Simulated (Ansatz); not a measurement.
Cost and result for the atomization energy of CH$_{4}$Cl$_{2}$OSeSn (`C[O][Sn]([Cl])([Cl])[SeH]`) (10 atoms, 9 bonds).

```xyz
10

C    -1.6648   -0.0757    0.6359
O    -0.5380    0.6790    0.2307
Sn    1.1292   -0.2123   -0.2018
Cl    0.5973   -1.8896   -1.7073
Cl    1.9628   -1.2732    1.6731
Se    2.7626    1.4659   -1.0385
H    -2.4943    0.6240    0.7602
H    -1.4939   -0.5819    1.5925
H    -1.9519   -0.8229   -0.1121
H     1.6909    2.0866   -1.8327
```

Charge 0, multiplicity 1. Correlated methods include outer-core shells of Se, Sn, which these sets cover unevenly. Scalar relativity is left out up to krypton. Sn takes the def2 core potential. The structure was optimised at the PBE0-D4/def2-TZVP level. It is one conformer, not always the lowest. Program: Ansatz. All runs use 2 threads of an AMD EPYC 7R13 on a shared host and a share of an NVIDIA H100 80 GB. Times are those of one run each, without the atoms' runs, and a repeat can differ threefold. Electronic energies, without spin–orbit coupling; frozen cores. CCSD(T)/CBS adds CCSD(T) − MP2 in def2-TZVPP to the MP2 limit, and its time is that of the two runs behind it. T1 = 0.012. With those shells the extrapolation isn't a true limit. B3LYP takes the VWN-RPA correlation (the form of Gaussian; ORCA's B3LYP/G).

CCSD(T)/CBS is a level of theory with its own doubt, some kJ/mol a heavy atom from the limit and from the frozen cores, so smaller differences don't rank the functionals.

```json
{"level": "PBE0-D4/def2-TZVPP", "functions": "300", "wall time": "3.1 s", "atomization (kJ/mol)": "3193.8", "difference from CCSD(T)/CBS": "-41.3", "per bond": "-4.6"}
{"level": "B2PLYP/def2-TZVPP", "functions": "300", "wall time": "3.1 s", "atomization (kJ/mol)": "3133.5", "difference from CCSD(T)/CBS": "-101.6", "per bond": "-11.3"}
{"level": "B3LYP-D4/def2-TZVPP (with forces)", "functions": "300", "wall time": "3.1 s", "atomization (kJ/mol)": "3168.3", "difference from CCSD(T)/CBS": "-66.8", "per bond": "-7.4"}
{"level": "PBE-D4/def2-TZVPP (with forces)", "functions": "300", "wall time": "4.4 s", "atomization (kJ/mol)": "3268.7", "difference from CCSD(T)/CBS": "33.6", "per bond": "3.7"}
{"level": "ωB97M-V/def2-TZVPP (with forces)", "functions": "300", "wall time": "4.6 s", "atomization (kJ/mol)": "3195.6", "difference from CCSD(T)/CBS": "-39.5", "per bond": "-4.4"}
{"level": "r2SCAN-D4/def2-TZVPP (with forces)", "functions": "300", "wall time": "5.5 s", "atomization (kJ/mol)": "3218.5", "difference from CCSD(T)/CBS": "-16.6", "per bond": "-1.8"}
{"level": "ωB97X-V/def2-TZVPP", "functions": "300", "wall time": "5.5 s", "atomization (kJ/mol)": "3218.9", "difference from CCSD(T)/CBS": "-16.2", "per bond": "-1.8"}
{"level": "MP2/def2-QZVPP", "functions": "545", "wall time": "8 s", "atomization (kJ/mol)": "3255.0", "difference from CCSD(T)/CBS": "19.9", "per bond": "2.2"}
{"level": "CCSD(T)/def2-TZVPP", "functions": "300", "wall time": "11 s", "atomization (kJ/mol)": "3107.5", "difference from CCSD(T)/CBS": "-127.6", "per bond": "-14.2"}
{"level": "CCSD(T)/CBS(def2)", "functions": "–", "wall time": "19 s", "atomization (kJ/mol)": "3235.1", "difference from CCSD(T)/CBS": "0.0", "per bond": "0.0"}
```

In def2-TZVPP, CCSD(T) changes the Hartree–Fock value by +906.6 kJ/mol (the triples alone add +70.7 kJ/mol) and MP2 by +977.8 kJ/mol; breaking electron pairs costs correlation energy, which Hartree–Fock lacks. The D4 term adds +54.2 kJ/mol with B3LYP and +29.2 kJ/mol with PBE0; it sums over pairs of atoms, weighted by their polarisabilities, and B3LYP, whose exchange is more repulsive, gets the larger term. From PBE to PBE0 (25 % exact exchange), in def2-TZVPP and without D4, the atomization energy moves by −70.8 kJ/mol: exact exchange takes away binding that semilocal exchange gives to molecules.

Spin–orbit coupling would lower the free Sn atoms strongly, and the atomization energy with them, by more than many differences here. For some Ge, Se and Sn compounds the MP2-based and the directly extrapolated limit differ by 10 to 25 kJ/mol.
